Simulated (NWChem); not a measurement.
# GaF₃; SMILES [F][Ga]([F])[F]

```xyz
4

Ga     0.0000     0.0000     0.0000
F     -1.6856     0.4564     0.0000
F      1.2380     1.2316     0.0000
F      0.4476    -1.6880     0.0000
```
Atoms are numbered in this order, from 1.

Results from NWChem. Structure relaxed at the PBE-D3(BJ)/def2-SVP level. Static field.

Question: Estimate the computed values for B3LYP/def2-TZVP. Quantities: isotropic polarisability (bohr³); anisotropy (bohr³).

Answer: 
- isotropic polarisability (bohr³): 22.3
- anisotropy (bohr³): 7.2
